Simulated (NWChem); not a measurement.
System: SiBr2, singlet; SMILES Br[Si]Br

NWChem input:

```
start job
memory heap 200 mb stack 900 mb global 1100 mb
geometry units angstroms noautosym nocenter noautoz
  Si     0.000000     0.000000     1.190673
  Br     1.777981     0.000000    -0.233110
  Br    -1.777981     0.000000    -0.233110
end
basis spherical
  Si library 6-31g*
  Br library 6-31g*
end
dft
  xc pbe0
  iterations 150
end
cosmo
  do_cosmo_smd true
  solvent benzene
end
task dft energy
```

Parts of the log:

```
             Northwest Computational Chemistry Package (NWChem) 7.3.0
             --------------------------------------------------------

                             Geometry "geometry" -> ""
                             -------------------------

 Output coordinates in angstroms (scale by  1.889725989 to convert to a.u.)

  No.       Tag          Charge          X              Y              Z
 ---- ---------------- ---------- -------------- -------------- --------------
    1 Si                  14.0000     0.00000000     0.00000000     1.19067300
    2 Br                  35.0000     1.77798100     0.00000000    -0.23311000
    3 Br                  35.0000    -1.77798100     0.00000000    -0.23311000

 Effective nuclear repulsion energy (a.u.)     409.9702879974

                                 NWChem DFT Module
                                 -----------------

 Summary of "ao basis" -> "ao basis" (spherical)
 ------------------------------------------------------------------------------
       Tag                 Description            Shells   Functions and Types
 ---------------- ------------------------------  ------  ---------------------
 Si                          6-31g*                  8       18   4s3p1d
 Br                          6-31g*                 12       32   5s4p3d

 in cosmo_initialize ...
 calling solv_data for solv:benzene

 solvent parameters
 solvname_short: benzene
 solvname_long:  benzene
 dielec:        2.2706
 dielecinf:     2.2533
 nonaqueous SMD model solvent descriptors
 dielec:        2.2706
 sola:          0.0000
 solb:          0.1400
 solc:          1.0000
 solg:         40.6200
 solh:          0.0000
 soln:          1.5011

          ---------------
          -cosmo- solvent
          ---------------
 Cosmo: York-Karplus, doi: 10.1021/jp992097l
 dielectric constant -eps-     =   2.27
 screen = (eps-1)/(eps    )    =   0.55959
 surface charge correction     = lagrangian

   van der Waals surface
 --------------------------

 ---------- ATOMIC COORDINATES (A.U.) ------------ VDWR(ANG.) --
     1    0.00000000    0.00000000    2.25004571     2.470
     2    3.35989690    0.00000000   -0.44051403     3.060
     3   -3.35989690    0.00000000   -0.44051403     3.060
 number of segments per atom =        128
 number of   points per atom =        128
 atom (   nspa,  nppa )
 ----------------------
    1 (     44,     0 )       0
    2 (     96,     0 )       0
    3 (     96,     0 )       0
 number of -cosmo- surface points =      236
 molecular surface =    192.518 angstrom**2
 molecular volume  =    222.695 angstrom**3
 -lineq- algorithm             =   0
 -bem- low  level              =   3
 -bem- from -octahedral-
 gaussian surface charge width =   4.50000
 degree of switching           =   1.00000
 switching function tolerance  =   0.00010
 atomic radii =
 --------------
    1 14.000  2.470
    2 35.000  3.060
    3 35.000  3.060
 ...... end of -cosmo- initialization ......

 nat:                     3
 ixmem:                   608
 calling mnsol_interface()
 G(SMD-CDS) energy (kcal/mol)  =    -4.525
 SMD-CDS SASA (angstrom**2)    =   131.842

            General Information
            -------------------
          SCF calculation type: DFT
          Wavefunction type:  closed shell.
          No. of atoms     :     3
          No. of electrons :    84
           Alpha electrons :    42
            Beta electrons :    42
          Charge           :     0
          Spin multiplicity:     1
          Use of symmetry is: off; symmetry adaption is: off
          Maximum number of iterations: 150
          AO basis - number of functions:    82
                     number of shells:    32
          Convergence on energy requested:  1.00D-06
          Convergence on density requested:  1.00D-05
          Convergence on gradient requested:  5.00D-04

              XC Information
              --------------
                         PBE0 Method XC Functional
                     Hartree-Fock (Exact) Exchange  0.250
          PerdewBurkeErnzerhof Exchange Functional  0.750
            Perdew 1991 LDA Correlation Functional  1.000 local
           PerdewBurkeErnz. Correlation Functional  1.000 non-local

[...]

                                COSMO-SMD solvation results
                                ---------------------------

             internal energy in gas <Psi(g)|H|Psi(g)> =     -5436.513377948899
         internal energy in solvent <Psi(s)|H|Psi(s)> =     -5436.513305373397
                               delta internal energy  =         0.000072575502 (    0.05 kcal/mol)
   total free energy in solvent <Psi(s)|H+V/2|Psi(s)> =     -5436.514400044151
 polarization energy contribution <Psi(s)|V/2|Psi(s)> =        -0.001094670755 (   -0.69 kcal/mol)
    total free energy in solvent including G(SMD-CDS) =     -5436.521610330778
                       G(SMD-CDS) energy contribution =        -0.007210286626 (   -4.52 kcal/mol)
     1 M fixed-concentration free energy of solvation =        -0.008232381879 (   -5.17 kcal/mol)

                       DFT Final Molecular Orbital Analysis
                       ------------------------------------

 Vector   40  Occ=2.000000D+00  E=-3.244516D-01
              MO Center=  1.5D-07, -3.3D-08, -2.0D-01, r^2= 4.6D+00
   Bfn.  Coefficient  Atom+Function         Bfn.  Coefficient  Atom+Function
  ----- ------------  ---------------      ----- ------------  ---------------
    30      0.552154  2 Br py                62     -0.552154  3 Br py
    34      0.255735  2 Br py                66     -0.255735  3 Br py
    26     -0.248160  2 Br py                58      0.248160  3 Br py
    22      0.074393  2 Br py                54     -0.074393  3 Br py
    14      0.047440  1 Si d -2

 Vector   41  Occ=2.000000D+00  E=-3.107253D-01
              MO Center=  2.4D-07,  1.2D-08, -1.7D-01, r^2= 4.8D+00
   Bfn.  Coefficient  Atom+Function         Bfn.  Coefficient  Atom+Function
  ----- ------------  ---------------      ----- ------------  ---------------
    29      0.460245  2 Br px                61      0.460245  3 Br px
    31      0.341340  2 Br pz                63     -0.341340  3 Br pz
    33      0.206456  2 Br px                65      0.206456  3 Br px
    25     -0.204322  2 Br px                57     -0.204322  3 Br px
    27     -0.153023  2 Br pz                59      0.153023  3 Br pz

 Vector   42  Occ=2.000000D+00  E=-2.802074D-01
              MO Center=  2.9D-08, -1.5D-08,  7.3D-01, r^2= 4.3D+00
   Bfn.  Coefficient  Atom+Function         Bfn.  Coefficient  Atom+Function
  ----- ------------  ---------------      ----- ------------  ---------------
    10      0.460722  1 Si s                 31     -0.416659  2 Br pz
    63     -0.416659  3 Br pz                 6      0.367101  1 Si s
     9      0.324244  1 Si pz                35     -0.218980  2 Br pz
    67     -0.218980  3 Br pz                27      0.184564  2 Br pz
    59      0.184564  3 Br pz                 2     -0.168185  1 Si s

 Vector   43  Occ=0.000000D+00  E=-1.171018D-01
              MO Center= -9.2D-10,  1.0D-08,  9.9D-01, r^2= 3.3D+00
   Bfn.  Coefficient  Atom+Function         Bfn.  Coefficient  Atom+Function
  ----- ------------  ---------------      ----- ------------  ---------------
     8      0.621157  1 Si py                12      0.518414  1 Si py
    30     -0.255216  2 Br py                62     -0.255216  3 Br py
     4     -0.220988  1 Si py                34     -0.199318  2 Br py
    66     -0.199318  3 Br py                26      0.111396  2 Br py
    58      0.111396  3 Br py                46     -0.033654  2 Br d -2

 Vector   44  Occ=0.000000D+00  E=-2.287987D-02
              MO Center= -4.1D-08, -2.0D-09,  7.1D-01, r^2= 4.9D+00
   Bfn.  Coefficient  Atom+Function         Bfn.  Coefficient  Atom+Function
  ----- ------------  ---------------      ----- ------------  ---------------
    13     -0.975595  1 Si pz                10      0.900624  1 Si s
    32     -0.548256  2 Br s                 64     -0.548256  3 Br s
     9     -0.537741  1 Si pz                33      0.523206  2 Br px
    65     -0.523206  3 Br px                 6      0.321398  1 Si s
    29      0.291088  2 Br px                61     -0.291088  3 Br px

 Vector   45  Occ=0.000000D+00  E=-1.684149D-02
              MO Center=  2.6D-08, -4.9D-10,  1.1D+00, r^2= 4.6D+00
   Bfn.  Coefficient  Atom+Function         Bfn.  Coefficient  Atom+Function
  ----- ------------  ---------------      ----- ------------  ---------------
    11      1.063705  1 Si px                 7      0.561396  1 Si px
    32     -0.443207  2 Br s                 64      0.443207  3 Br s
    35     -0.390700  2 Br pz                67      0.390700  3 Br pz
    33      0.253519  2 Br px                65      0.253518  3 Br px
    31     -0.250630  2 Br pz                63      0.250630  3 Br pz

     Multipole analysis of the density
     ---------------------------------

     L   x y z        total         alpha         beta         nuclear
     -   - - -        -----         -----         ----         -------
     0   0 0 0     -0.000000    -42.000000    -42.000000     84.000000

     1   1 0 0      0.000000      0.000000      0.000000      0.000000
     1   0 1 0      0.000000      0.000000      0.000000      0.000000
     1   0 0 1      0.572112     -0.046273     -0.046273      0.664658

     2   2 0 0    -39.377049   -414.800276   -414.800276    790.223504
     2   1 1 0     -0.000000     -0.000000     -0.000000      0.000000
     2   1 0 1      0.000000      0.000000      0.000000      0.000000
     2   0 2 0    -35.570867    -17.785434    -17.785434      0.000000
     2   0 1 1     -0.000000     -0.000000     -0.000000      0.000000
     2   0 0 2    -36.507844    -60.484703    -60.484703     84.461562
```

Level: PBE0/6-31G* (spherical d), SMD on the gas-phase geometry. Low-valent species are run as closed-shell singlets; no triplet was tried in these runs. All runs use the structure optimised with PBE-D3(BJ)/def2-SVP. Solvent: benzene.
